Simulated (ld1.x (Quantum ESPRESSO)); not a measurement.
**manganese, RRKJ: configuration errors across variants**

```
Element                 : manganese (Mn)
Generator               : ld1.x (Quantum ESPRESSO) 7.5
Type                    : norm-conserving RRKJ (Kleinman–Bylander form)
Functional              : LDA (PZ)
Relativity              : fully relativistic
Frozen core             : [Ar]
Valence charge          : 7
Reference configuration : 3d5 4s2 4p0
Partial waves           : 4s (bound): rc 2.40 bohr; 4p (bound, empty): rc 3.70 bohr; 3d (bound): rc 1.90 bohr; 4f channel at 0.25 Ry: rc 3.35 bohr
Local potential         : all-electron potential smoothed inside 3.10 bohr (lloc = -1)
Core correction         : none
rho0                    : 0.02
```

Open shells are filled in proportion to 2j + 1 (rel_dist='average').

All-electron excitation energies from the reference (eV): (1) 3d5 4s1 4p0 8.654; (2) 3d5 4s0 4p0 24.531; (3) 3d4 4s0 4p0 57.342; (4) 3d5 4s0 4p1 13.470; (5) 3d5.5 4s1.5 4p0 -0.505; (6) 3d6 4s0 4p0 7.024; (7) 3d5 4s0 4p2 8.081.

2 further variants failed, have other tests or too few solved ones, and are left out.

Errors AE − PS in meV (a dash: test not solved or not reliable):

```tsv
change	(1)	(2)	(3)	(4)	(5)	(6)	(7)	bound ghosts
base	+8.6	+58	-72	+26	-14	-41	+13	none
core correction a·sin(br)/r model core inside 1.18 bohr	-0.2	-13	-339	-0.7	-25	-113	-3.2	none
wave 3d (bound): rc 1.90 bohr becomes 3d (bound): rc 1.94 bohr	+8.9	+59	-55	+26	-10	-18	+13	none
wave 4f channel at 0.25 Ry: rc 3.35 bohr becomes 4f channel at 0.08 Ry: rc 3.35 bohr	+8.6	+58	-72	+26	-14	-41	+13	none
type TM; local potential the s channel; rho0 0	+5.2	+39	-129	+27	-43	-207	+18	none
```

Problem. Give the same row for: local potential all-electron potential smoothed inside 3.28 bohr (lloc = -1).

Solution. +7.9, +56, -95, +25, -17, -48, +12; bound ghosts: none.
